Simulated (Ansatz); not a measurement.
Frontier orbitals of C2H6BFO (`BC(F)CO`).

Cartesian coordinates in Å:
```
B -0.788 0.846 -0.290
C -0.530 -0.742 -0.383
F -1.371 -1.529 0.401
C 0.801 -0.556 0.304
O 0.542 0.789 0.844
H -1.742 1.268 0.295
H -0.360 1.494 -1.211
H -0.463 -1.217 -1.362
H 1.006 -1.237 1.130
H 1.642 -0.515 -0.388
H 1.263 1.400 0.661
```

Charge 0, multiplicity 1. The geometry is a stationary point of PBE0-D4/def2-TZVP. It is one conformer, not always the lowest. Basis def2-TZVPP, the Gaussian-basis code of Ansatz.

Orbital energies of one run (eV). Highest occupied ones, from the top: -6.70, -7.51, -8.00, -9.00, -9.92, -10.58, -11.44, -11.63, -12.28, -13.40, -15.25, -16.43, -20.20, -28.81. Empty: -0.48, 0.85, 1.61, 1.94, 2.55, 3.10.

Question: Which functional gave them?
A. HSE06 (plane-wave form)
B. ωB97X-V
C. r2SCAN
D. ωB97M-V

Answer: C. HOMO energies: r2SCAN -6.70, HSE06 -7.49, ωB97M-V -10.26, ωB97X-V -10.36 eV.
